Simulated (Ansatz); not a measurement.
Job for Ansatz (a quantum-chemistry and plane-wave program): R-CCSD(T)/cc-pVTZ on FGeHO (SMILES [OH][Ge][F]), a point of a torsion scan. The run froze 16 orbitals, filled d shells among them.

Ansatz 0.2 input:
```yaml
crystal:
  periodic: [false, false, false]
  atoms:
    - {symbol: O, position_ang: [-0.93911001, 0.21790379, 0.18476517]}
    - {symbol: Ge, position_ang: [0.65455923, 0.86095854, -0.08707606]}
    - {symbol: F, position_ang: [0.83140214, 0.34193370, -1.85140797]}
    - {symbol: H, position_ang: [-1.40062943, -0.52872510, -0.19197974]}
basis:
  gaussian:
    orbitals: cc-pVTZ
magnetization: {spin_polarized: false}
correlation: {method: ccsd_t, electrons: outside_noble_gas}
scf: {lower_state_search: off}
```

**Question.** Give the final energy of this run.

**Answer.** -2251.0413 hartree (reference determinant -2250.4207, T1 diagnostic 0.017).

**Question.** How many basis functions does it have, and what does it roughly cost on one machine?

**Answer.** 117 functions; around 6 core-seconds (rough).
